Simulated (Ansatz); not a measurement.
Cost and result for the atomization energy of `CC([SiH3])[AsH2]` (13 atoms, 12 bonds).

Z-matrix (Å, degrees):
```
C
C 1 1.524
H 1 1.093 2 111.1
H 1 1.095 2 111.5 3 -120.0
H 1 1.093 2 111.4 3 119.6
Si 2 1.879 1 112.2 3 61.9
As 2 1.984 1 114.2 3 -62.8
H 2 1.097 1 110.3 3 -179.5
H 6 1.487 2 111.0 1 175.9
H 6 1.489 2 109.9 1 55.3
H 6 1.489 2 109.7 1 -63.8
H 7 1.525 2 95.1 1 52.1
H 7 1.527 2 95.3 1 -40.2
```

Charge 0, multiplicity 1. Correlated methods include outer-core shells of As, which these sets cover unevenly. Scalar relativity is left out up to krypton. All single points use the PBE0-D4/def2-TZVP geometry. Program: Ansatz. All runs use 4 threads of an Arm Neoverse V1 on a shared host. Times are those of one run each, without the atoms' runs, and a repeat can differ threefold. Electronic energies, without spin–orbit coupling; frozen cores. CCSD(T)/CBS adds CCSD(T) − MP2 in def2-TZVPP to the MP2 limit, and its time is that of the two runs behind it. T1 = 0.011. With those shells the extrapolation isn't a true limit.

CCSD(T)/CBS is a level of theory with its own doubt, some kJ/mol a heavy atom from the limit and from the frozen cores, so smaller differences don't rank the functionals.

```json
{"level": "LDA (SPW92)/def2-TZVPP", "functions": "278", "wall time": "1.7 s"}
{"level": "revPBE-D4/def2-TZVPP", "functions": "278", "wall time": "2.8 s"}
{"level": "BLYP-D4/def2-TZVPP", "functions": "278", "wall time": "2.8 s"}
{"level": "PBE-D4/def2-TZVPP (with forces)", "functions": "278", "wall time": "3.5 s"}
{"level": "PBE0-D4/def2-TZVPP", "functions": "278", "wall time": "4.6 s"}
{"level": "CAM-B3LYP-D4/def2-TZVPP", "functions": "278", "wall time": "5.5 s"}
{"level": "r2SCANh-D4/def2-TZVPP", "functions": "278", "wall time": "8 s"}
{"level": "CCSD(T)/def2-SVP", "functions": "123", "wall time": "11 s"}
{"level": "B97M-V/def2-TZVPP", "functions": "278", "wall time": "13 s"}
{"level": "ωB97M-V/def2-TZVPP (with forces)", "functions": "278", "wall time": "17 s"}
{"level": "MP2/def2-QZVPP", "functions": "543", "wall time": "37 s"}
{"level": "CCSD(T)/def2-TZVPP", "functions": "278", "wall time": "5.1 min"}
{"level": "CCSD(T)/CBS(def2)", "functions": "–", "wall time": "5.7 min"}
```

Problem. What atomization energy does each give, and how far from CCSD(T)/CBS? (Estimate.)

Solution. The calculation gave: 
```
                           level  atomization (kcal/mol)  difference from CCSD(T)/CBS  per bond
          LDA (SPW92)/def2-TZVPP                  1148.6                        127.0      10.6
            revPBE-D4/def2-TZVPP                  1008.9                        -12.7      -1.1
              BLYP-D4/def2-TZVPP                  1016.2                         -5.4      -0.5
 PBE-D4/def2-TZVPP (with forces)                  1025.9                          4.3       0.4
              PBE0-D4/def2-TZVPP                  1017.7                         -3.9      -0.3
         CAM-B3LYP-D4/def2-TZVPP                  1025.8                          4.2       0.3
           r2SCANh-D4/def2-TZVPP                  1017.5                         -4.1      -0.3
                CCSD(T)/def2-SVP                   964.7                        -56.9      -4.7
               B97M-V/def2-TZVPP                  1025.7                          4.1       0.3
ωB97M-V/def2-TZVPP (with forces)                  1022.2                          0.6       0.0
                  MP2/def2-QZVPP                  1008.3                        -13.3      -1.1
              CCSD(T)/def2-TZVPP                   998.8                        -22.8      -1.9
               CCSD(T)/CBS(def2)                  1021.6                          0.0       0.0
```

In def2-TZVPP, CCSD(T) changes the Hartree–Fock value by +243.0 kcal/mol (the triples alone add +11.5 kcal/mol) and MP2 by +239.1 kcal/mol; breaking electron pairs costs correlation energy, which Hartree–Fock lacks. The D4 term adds +11.8 kcal/mol with B3LYP and +6.2 kcal/mol with PBE0; it sums over pairs of atoms, weighted by their polarisabilities, and B3LYP, whose exchange is more repulsive, gets the larger term. Leaving LDA and LC-ωPBE aside and taking each functional with its dispersion term where it has one, the values, not all of them listed here, spread over 22.6 kcal/mol, from BHLYP-D4 to ωB97X-V. LDA lies +129.9 kcal/mol from PBE without D4, its usual overbinding.

B3LYP here is the variant with VWN-RPA as its local correlation; programs differ in this.
